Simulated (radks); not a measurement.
Results of a calculation; reference values are marked as such.
Gd2+, 62 electrons, occupied as [Xe] 4f7 5d1.

Level of theory: Dirac Kohn-Sham, BLYP, spin-unpolarised, spherical densities, finite nucleus; open shells are shared between the two j in proportion to 2j + 1; Fermi nuclear charge, rms radius 5.1569 fm (a radial shooting solver on a logarithmic mesh with Libxc functionals).

Energy parts (Ry):
part                       energy
total                 -22558.7308
kinetic                24596.9300
electron-nucleus      -55348.8753
Hartree                 8693.8097
exchange-correlation    -500.5952

Orbitals (lengths in bohr, moments of r in powers of bohr; <r^-3> diverges for s and p1/2):
| orbital | occ. | eigenvalue (Ry) | <r^4> | <r^-3> |
|---|---|---|---|---|
| 1s1/2 | 2 | -3679.496 | 1.141e-06 | - |
| 2s1/2 | 2 | -608.0914 | 0.0001809 | - |
| 2p1/2 | 2 | -577.5434 | 0.0001119 | - |
| 2p3/2 | 4 | -526.3809 | 0.0001469 | 9906 |
| 3s1/2 | 2 | -135.5702 | 0.007031 | - |
| 3p1/2 | 2 | -122.3173 | 0.006391 | - |
| 3p3/2 | 4 | -111.8240 | 0.007837 | 2100 |
| 3d3/2 | 4 | -88.90946 | 0.005674 | 352.7 |
| 3d5/2 | 6 | -86.62299 | 0.006043 | 313.6 |
| 4s1/2 | 2 | -28.09456 | 0.1733 | - |
| 4p1/2 | 2 | -22.93404 | 0.1972 | - |
| 4p3/2 | 4 | -20.59563 | 0.2416 | 468.8 |
| 4d3/2 | 4 | -12.08847 | 0.3455 | 66.89 |
| 4d5/2 | 6 | -11.66572 | 0.3690 | 58.63 |
| 5s1/2 | 2 | -4.65041 | 5.886 | - |
| 5p1/2 | 2 | -3.22652 | 9.779 | - |
| 5p3/2 | 4 | -2.90335 | 12.50 | 63.85 |
| 4f5/2 | 3 | -1.66996 | 2.532 | 8.286 |
| 4f7/2 | 4 | -1.61426 | 2.724 | 7.985 |
| 5d3/2 | 0.4 | -1.12930 | 74.37 | 4.197 |
| 5d5/2 | 0.6 | -1.10348 | 80.41 | 3.615 |

The highest occupied level is 5d5/2 at -15.014 eV. For comparison, the ionisation energy in NIST's Atomic Spectra Database is 20.54 eV (semi-empirical). In exact Kohn-Sham theory the highest level is minus the ionisation energy, but local and semilocal functionals leave it too shallow, through self-interaction and a potential that decays too fast; potentials with the right tail come closer.

Beside tabulated values, note that spin-unpolarised runs miss the spin-polarisation part of the exchange energy of open shells.
